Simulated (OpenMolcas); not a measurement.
**Pr I: effect of the active space**

| Item | Value |
| --- | --- |
| Program | OpenMolcas 26.06 |
| Method | SS-CASPT2 or its RAS form, IPEA 0.25 Eh, imaginary shift 0.1 Eh |
| Basis | ANO-RCC-VDZP |
| Scalar Hamiltonian | DKH2, point nucleus |
| Spin-orbit coupling | state interaction with AMFI integrals over the reference wave functions, term energies averaged over their components |

A. 3 electrons in 7 orbitals (4f); 2S+1 = 4 odd, 35 roots; 2S+1 = 2 odd, 112 roots (89 in the spin-orbit step); closed shells correlated: 5s 5p 6s; CASPT2 step of the order of 40 core-seconds
B. 3 electrons in 12 orbitals (RAS2 4f; RAS3 5d, at most 1 electron); 2S+1 = 4 odd, 35 roots (30 in the spin-orbit step); 2S+1 = 2 odd, 112 roots (43 in the spin-orbit step); 2S+1 = 4 even, 105 roots (97 in the spin-orbit step); 2S+1 = 2 even, 108 roots kept (CI in the orbitals of an earlier block); closed shells correlated: 5s 5p 6s; CASPT2 step of the order of 6 core-minutes

Energies in cm⁻¹ above 4f³ 6s² ⁴I°_9/2, the measured ground level; measured values from NIST Handbook of Basic Atomic Spectroscopic Data.

| Level | A | B | Measured |
| --- | --- | --- | --- |
| 4f³ 6s² ⁴I°_9/2 | 0.0 | 0.0 | 0.0 |
| 4f³ 6s² ⁴I°_11/2 | 1499 | 1501 | 1377 |
| 4f³ 6s² ⁴I°_13/2 | 3110 | 3110 | 2847 |
| 4f³ 6s² ⁴I°_15/2 | 4780 | 4780 | 4381 |
| 4f³ 6s² ⁴F°_3/2 | 10930 | 10770 |  |
| 4f³ 6s² ⁴F°_5/2 | 11770 | 11580 |  |
| 4f³ 6s² ⁴S°_3/2 | 12370 | 12220 |  |
| 4f³ 6s² ⁴F°_7/2 | 12460 | 12280 |  |

Deviations, from unrounded energies. A percentage is the sum of absolute deviations over the sum of measured energies, with the sign that they share, or ± where signs differ.

| Against measurement | Levels | A | B |
| --- | --- | --- | --- |
| mean absolute deviation (cm-1) | 3 | 260 | 260 |
| fine structure of the ground term (%) | 3 | +9.1 | +9.2 |

A, B lie about equally close to measurement. The largest miss of A in the table is 4f³ 6s² ⁴I°_15/2, by +400 cm-1. The ranking rests on the paired levels alone, and a cruder setting can come out closer through cancelling errors.

The spin-orbit steps hold different terms of 4f³ 6s² (B lacks a ²D°, a ²H°, ²I°, ²L°, ⁴D°), which shifts levels as well.

The two smallest mean deviations differ by little beside CASPT2's spread within terms, so their order carries little weight.

Between A and B the level of the table that moves most is 4f³ 6s² ⁴F°_5/2, by 200 cm-1 (lowest in B, highest in A). Moves below CASPT2's spread within the term are not significant.

CASPT2 breaks the degeneracy within a term, and the mean is taken; among the terms shown or strongly mixed into the levels shown the widest spread is 850 cm-1 (4f³ 6s² ⁴I°, A). High states are left out of the spin-orbit mixing, which shifts the levels that they would mix with. The CASPT2 spread within a term exceeds the gap to the next term for 4f³ 6s² ⁴S° and 4f³ 6s² ⁴F°, so the order of their levels is uncertain, and so are names and mixing where such terms share a J (figures for A; the like holds for B). With the s shell closed, the reference lacks s² → p² mixing (holds for A). Each CASPT2 term energy is a mean over a sample of three components (holds for B). Computed and measured levels are paired by configuration, term and J; levels that our copy of the source lacks, or whose pairing is in doubt (as where it misses far off the trend of its configuration), stay unpaired and out of the deviations. Only configurations of the active space appear. The table leaves out levels that lie high or whose names do not pair safely across all columns.

° marks odd parity.
